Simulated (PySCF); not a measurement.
HCl$_{3}$Ge, charge -1, doublet, at a GFN2-xTB geometry (a state made from the parent by changing its charge; the spin is typed, not shown lowest). Base run: DF-R2SCAN/cc-pVTZ (PySCF).

The PySCF input:
```python
from pyscf import gto, scf, dft

mol = gto.Mole()
mol.atom = '''
    Ge    0.189616    0.144657    0.116875
    Cl   -0.810130    2.365751   -0.060661
    Cl    2.014102   -1.478772    0.115746
    Cl   -1.559837   -1.163322   -0.380225
    H    -0.017991    0.068799    1.787391
'''
mol.basis = 'cc-pvtz'
mol.charge = -1
mol.spin = 1
mol.verbose = 4
mol.build()

mf = dft.UKS(mol)
mf.xc = 'r2scan'
mf = mf.density_fit(auxbasis='def2-universal-jkfit')
mf.kernel()
```

Each row names what was changed in the base input (with any setting that the change needs).

| change | basis functions | E (Eh) | HOMO (eV) | core-seconds (rough) |
|---|---|---|---|---|
| base | 159 | -3458.38009 | -1.03 | 40 |
| basis = STO-3G | 46 | -3419.33944 | 2.73 | 9 |
| basis = cc-pVDZ | 86 | -3458.25812 | -0.87 | 20 |
| basis = pcseg-1 | 86 | -3457.98759 | -1.20 | 20 |
| basis = def2-SVP | 91 | -3457.58345 | -0.56 | 20 |
| basis = 6-31G** | 91 | -3457.93374 | -0.98 | 20 |
| basis = aug-cc-pVDZ | 126 | -3458.27549 | -1.23 | 30 |
| basis = def2-SVPD | 127 | -3457.62443 | -1.27 | 30 |
| basis = 6-311G** | 128 | -3458.27451 | -1.29 | 30 |
| basis = pc-2 | 159 | -3458.38950 | -1.14 | 50 |
| basis = def2-TZVP | 165 | -3458.32200 | -1.02 | 40 |
| basis = cc-pV(T+d)Z | 174 | -3458.38091 | -1.03 | 50 |
| basis = aug-cc-pVTZ | 232 | -3458.38534 | -1.19 | 60 |

Totals compare only among sets that treat the same electrons; sets with core potentials leave the core out.

Open shells are given as the SCF converged; they aren't shown to be the lowest states, and a large step between rows can be another state.
